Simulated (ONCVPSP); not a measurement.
Building the ONCV potential for K (Z = 19) (LDA (Perdew-Wang 92), scalar-relativistic).

```json
{
 "Element": "potassium (K)",
 "Generator": "ONCVPSP 4.0.1",
 "Type": "optimised norm-conserving Vanderbilt (ONCV)",
 "Functional": "LDA (Perdew-Wang 92)",
 "Relativity": "scalar-relativistic",
 "Frozen core": "[Ne]",
 "Valence charge": "9",
 "Reference configuration": "3s2 3p6 4s1",
 "Partial waves": "3s+4s: rc 2.30 bohr, ncon 4, nbas 7, qcut 4.1 1/bohr, 2 projectors; 3p: rc 2.20 bohr, ncon 5, nbas 9, qcut 5.7 1/bohr, 2 projectors, debl 3.05 Ha; d scattering state at 0.06 Ha: rc 2.05 bohr, ncon 4, nbas 7, qcut 4.3 1/bohr, 3 projectors, debl 2.1 Ha",
 "Local potential": "polynomial inside 1.30 bohr (lpopt 5, dvloc0 0 Ha)",
 "Core correction": "polynomial model core, fcfact 0.3"
}
```

* Cutoffs needed: 11 Ha and 14 Ha (the cutoffs (Ha) at which the residual kinetic energy of the hardest occupied pseudo-wave falls to 1 and 0.1 mHa per electron) The cutoffs count occupied waves only; projector 3 of the d channel, the hardest unoccupied one, needs 63 Ha at the loose tolerance.
* Ghost test: no bound ghost flagged; GHOST(+) flags only above 600 eV
* Largest excitation error: -241 meV (all-electron minus pseudo) for 3s1 3p6 4s1, out of 4 test configurations
* rms error of d²Exc/dni dnj: 3.32 mHa without and 1.01 mHa with the model core
